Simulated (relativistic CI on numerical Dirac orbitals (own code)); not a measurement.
**Slater and spin-orbit integrals, Yb⁴⁴⁺**

Computed by Dirac-Coulomb-Breit CI, separate exchange-only KLI orbitals for each configuration, model QED (radiative potential, 1s self-energy scaled to tabulated hydrogen-like ionisation energies), unscaled Slater integrals (own radial code, finite nucleus).

Slater integrals F^k, G^k are unscaled and averaged over j, outside the closed core [Ne]; ζ comes from projecting the Hamiltonian with its Breit term on Σ l·s of the shell.

- 3s2.3p6.3d8: F^2(3d,3d) = 545350, F^4(3d,3d) = 351690, ζ(3d) = 166710 cm⁻¹; <r>(3d) = 0.1866, <r^2>(3d) = 0.04049 (bohr units).
- 3s2.3p5.3d9: ζ(3p) = 1.2782e+06, F^2(3p,3d) = 476170, G^1(3p,3d) = 513160, G^3(3p,3d) = 340540, ζ(3d) = 165290 cm⁻¹; <r>(3p) = 0.2076, <r^2>(3p) = 0.04991, <r>(3d) = 0.1869, <r^2>(3d) = 0.04061 (bohr units).
- 3s2.3p4.3d10: F^2(3p,3p) = 473050, ζ(3p) = 1.2775e+06 cm⁻¹; <r>(3p) = 0.2077, <r^2>(3p) = 0.05 (bohr units).

Task: Give the Racah parameters of the d shell in 3s2.3p6.3d8.

Result: B = F²/49 − 5F⁴/441 = 7142 cm⁻¹ and C = 35F⁴/441 = 27912 cm⁻¹.

Averages of the first 10 configurations, taken without configuration mixing, which lowers the lowest level and can move excited configurations by several eV; other configurations of the list can lie among them:

```
 Configuration  Parity  States  Average energy above the lowest level (eV)
   3s2.3p6.3d8    even      45                                        47.5
   3s2.3p5.3d9     odd      60                                       501.5
  3s2.3p4.3d10    even      15                                       963.1
    3s.3p6.3d9    even      20                                       876.1
      3p6.3d10    even       1                                      1715.0
   3s.3p5.3d10     odd      12                                      1328.6
3s2.3p6.3d7.4s    even     240                                      1505.1
3s2.3p6.3d7.4p     odd     720                                      1645.7
3s2.3p4.3d9.4s    even     300                                      2403.2
3s2.3p6.3d7.4d    even    1200                                      1814.4
```
